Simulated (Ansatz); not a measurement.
Ansatz (a quantum-chemistry and plane-wave program) input (CCSD(T)/def2-SVP):

Ansatz 0.2 input:
```yaml
crystal:
  periodic: [false, false, false]
  atoms:
    - {symbol: Mo, position_ang: [-0.06591480, 0.07867069, 0.09708830]}
    - {symbol: O, position_ang: [-1.10696725, -1.44609287, -0.31917530]}
    - {symbol: O, position_ang: [0.07439364, 1.24344626, -1.12701721]}
    - {symbol: O, position_ang: [1.37862633, -0.21037453, 0.93647894]}
basis:
  gaussian:
    orbitals: def2-SVP
magnetization: {spin_polarized: true, initial_magnetization: 2}
correlation: {method: ccsd_t, electrons: outside_noble_gas}
```

Output:

```
Functional definition: HF
integrals: 0.08 GiB planned
709 factors; integrals over basis functions are off by at most 9.4e-4 eV
mean field: 0.25 GiB planned
mean field evaluation 1: about -7929.5276 eV, gradient 5.1e1 eV
mean field evaluation 2: about -7929.6662 eV, gradient 5.1e1 eV
mean field evaluation 4: about -7941.6153 eV, gradient 5.8e0 eV
mean field evaluation 8: about -7942.0663 eV, gradient 7.1e-1 eV
mean field evaluation 16: about -7942.1538 eV, gradient 2.6e0 eV
mean field evaluation 32: about -7853.1726 eV, gradient 1.4e2 eV
mean field evaluation 64: about -7876.5137 eV, gradient 1.2e2 eV
mean field evaluation 96: about -7877.1678 eV, gradient 1.2e2 eV
mean field evaluation 128: about -7941.1861 eV, gradient 4.5e-1 eV
mean field evaluation 160: about -7942.2882 eV, gradient 2.6e-3 eV
mean field evaluation 192: about -7940.9678 eV, gradient 4.2e-2 eV
mean field evaluation 224: about -7942.2882 eV, gradient 2.4e-2 eV
mean field evaluation 256: about -7941.1691 eV, gradient 8.9e-2 eV
mean field evaluation 288: about -7939.4993 eV, gradient 1.7e0 eV
mean field evaluation 320: about -7942.1569 eV, gradient 3.3e-1 eV
mean field evaluation 352: about -7942.1548 eV, gradient 7.5e-1 eV
mean field evaluation 384: about -7942.2834 eV, gradient 3.1e-1 eV
mean field evaluation 416: about -7942.2743 eV, gradient 3.9e-1 eV
mean field evaluation 448: about -7931.0113 eV, gradient 3.3e1 eV
mean field evaluation 480: about -7941.3030 eV, gradient 3.2e-1 eV
mean field evaluation 512: about -7938.9417 eV, gradient 1.5e0 eV
mean field evaluation 544: about -7940.8789 eV, gradient 1.4e0 eV
mean field evaluation 576: about -7938.7510 eV, gradient 1.1e0 eV
mean field evaluation 608: about -7942.1451 eV, gradient 5.0e-3 eV
mean field evaluation 640: about -7940.1128 eV, gradient 2.1e0 eV
mean field evaluation 672: about -7940.2077 eV, gradient 6.0e-1 eV
mean field evaluation 704: about -7940.1264 eV, gradient 9.3e-1 eV
mean field evaluation 736: about -7940.9186 eV, gradient 7.3e-1 eV
mean field evaluation 768: about -7931.7251 eV, gradient 1.0e1 eV
mean field evaluation 800: about -7940.3886 eV, gradient 1.7e-3 eV
mean field evaluation 832: about -7939.4513 eV, gradient 6.2e-1 eV
mean field evaluation 864: about -7939.3392 eV, gradient 3.5e0 eV
mean field evaluation 896: about -7940.2704 eV, gradient 6.4e-1 eV
mean field evaluation 928: about -7940.7113 eV, gradient 4.7e-1 eV
mean field evaluation 960: about -7941.8724 eV, gradient 8.6e-1 eV
mean field evaluation 992: about -7941.0160 eV, gradient 6.6e-4 eV
mean field -7942.28819518 eV, -291.8737076965 hartree, gradient 2.5e-6 eV, S^2 2.745166; 24 other end points of the search recorded, 0 dependent functions left out
determinant -7942.28819518 eV, -291.8737076965 hartree, with singles and doubles -7961.95007567 eV, -292.5962684774 hartree
determinant -7942.14510781 eV, -291.8684493327 hartree, with singles and doubles -7961.51377718 eV, -292.5802348035 hartree
determinant -7941.32814687 eV, -291.8384265720 hartree, with singles and doubles -7960.90820015 eV, -292.5579802581 hartree
determinant -7941.30431016 eV, -291.8375505888 hartree, with singles and doubles -7960.65727010 eV, -292.5487587490 hartree
determinant -7941.03106445 eV, -291.8275089943 hartree, with singles and doubles -7960.51038152 eV, -292.5433606930 hartree
determinant -7941.01600185 eV, -291.8269554539 hartree, with singles and doubles -7960.56108673 eV, -292.5452240752 hartree
determinant -7940.38858993 eV, -291.8038984912 hartree, with singles and doubles -7958.33897401 eV, -292.4635629390 hartree
determinant -7940.31163433 eV, -291.8010704251 hartree, with singles and doubles -7958.36132319 eV, -292.4643842563 hartree
determinant -7942.28819518 eV, -291.8737076965 hartree, with singles and doubles -7962.02353287 eV, -292.5989679796 hartree
determinant -7942.14510781 eV, -291.8684493327 hartree, with singles and doubles -7961.66020196 eV, -292.5856158147 hartree
7 core orbitals not correlated
reference -7942.28819518 eV, -291.8737076965 hartree; 13, 11 occupied and 53, 55 virtual orbitals, 709 factors
second order -18.69017518 eV of doubles, -0.00000000 eV of singles
coupled cluster: 0.30 GiB planned
cycle   1  -19.73534928 eV  change   -1.2e-5 eV  update   5.0e-6
cycle   2  -19.73535430 eV  change   -5.0e-6 eV  update   3.8e-6
coupled cluster: 0.31 GiB planned
perturbative correction -1.07912957 eV, -0.0396572801 hartree
Total energy: -7963.10267904 eV, -292.6386258698 hartree
```

The spin state was set by rule; other spins were not relaxed.

The determinant is spin-contaminated: <S^2> is 2.75 against 2.00 for a pure state.
